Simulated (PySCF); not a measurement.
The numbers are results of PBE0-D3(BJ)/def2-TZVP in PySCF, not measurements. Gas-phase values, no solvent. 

Reference species (SMILES): `[SiH3][Si][SiH3]` (lower singlet) (neutral, multiplicity 1).

```
Quantity       Result
-------------  ------
dipole moment  0.10 D
```

Changed species: `[C-]#[N+][Si][SiH3]` (lower singlet) (X = isocyano, multiplicity 1; the reference has X = silyl, multiplicity 1).

Question: Predict the effect on the dipole moment.

Answer: the dipole moment increases by 2.58 D, to 2.68 D.
